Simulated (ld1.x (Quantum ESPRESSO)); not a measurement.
# u(r) = r·R(r): atom against pseudo-atom (C (Z = 6))

Columns: radius, all-electron u(r) and pseudo u(r) of the 2s shell (level -56.08 eV) of carbon in the configuration [He] 2s1 2p0; PBE, non-relativistic, RRKJ scheme, ld1.x (Quantum ESPRESSO) 7.5.

| r (bohr) | all-electron | pseudo |
| --- | --- | --- |
| 0.115 | 0.4273 | -0.0538 |
| 0.230 | 0.3331 | -0.1331 |
| 0.345 | 0.0648 | -0.2499 |
| 0.460 | -0.2279 | -0.3977 |
| 0.575 | -0.4829 | -0.5563 |
| 0.690 | -0.6785 | -0.7024 |
| 0.805 | -0.8141 | -0.8186 |
| 0.920 | -0.8955 | -0.8956 |
| 1.035 | -0.9303 | -0.9303 |
| 1.150 | -0.9276 | -0.9276 |
| 1.265 | -0.8970 | -0.8970 |
| 1.380 | -0.8471 | -0.8471 |
| 1.495 | -0.7853 | -0.7853 |
| 1.610 | -0.7172 | -0.7172 |
| 1.725 | -0.6471 | -0.6471 |
| 1.840 | -0.5779 | -0.5779 |
| 1.955 | -0.5116 | -0.5116 |
| 2.070 | -0.4496 | -0.4496 |
| 2.185 | -0.3924 | -0.3924 |
| 2.300 | -0.3405 | -0.3405 |
| 2.415 | -0.2939 | -0.2939 |
| 2.530 | -0.2524 | -0.2524 |
| 2.645 | -0.2158 | -0.2158 |
| 2.760 | -0.1838 | -0.1838 |
| 2.875 | -0.1560 | -0.1560 |
| 2.990 | -0.1319 | -0.1319 |

Question: How many radial nodes do the two functions have?

Answer: The all-electron 2s function has n − l − 1 = 1; the pseudo-wave has 0, since the states of the same l below it are removed with the core.

Question: At about which radius was the pseudo-wave matched?

Answer: 0.95 bohr, where the columns begin to agree (steps of 0.12 bohr).

Question: Is the pseudo-wave norm-conserving?

Answer: Yes: the RRKJ scheme keeps the norm inside the radius equal to the all-electron one, which fixes the energy derivative of the logarithmic derivative at the level.
